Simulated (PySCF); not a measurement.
Cl$_{2}$Mg, triplet, at a GFN2-xTB geometry (such geometries of metal compounds can be far from the true shape) (a higher spin typed on purpose: for a closed-shell molecule this is an excited state).

The PySCF input:
```python
from pyscf import gto, scf

mol = gto.M(
    atom='''
Mg    0.00000000    0.00000000    0.00000000
Cl    0.00000000    0.00000000    2.37515771
Cl   -0.00000000   -0.00000000   -2.37515771
''',
    basis='sto-3g',
    spin=2,
    verbose=4,
)

mf = scf.UHF(mol)
mf.kernel()
```

**Question.** Predict the Mulliken (on the basis functions themselves) charges in atom order from PySCF with HF/STO-3G.

**Answer.** Mg1 0.71, Cl2 -0.35, Cl3 -0.35

**Question.** What total energy does HF/STO-3G give?

**Answer.** -1106.210191 Ha

**Question.** What is the computed number of basis functions (HF/STO-3G)?

**Answer.** 27

**Question.** Estimate the HOMO energy that HF/STO-3G returns for this input.

**Answer.** -2.20 eV

**Question.** Give the dipole moment at the level HF/STO-3G.

**Answer.** 0.00 D

These values belong to the state on which the SCF converged, which isn't shown to be the lowest.
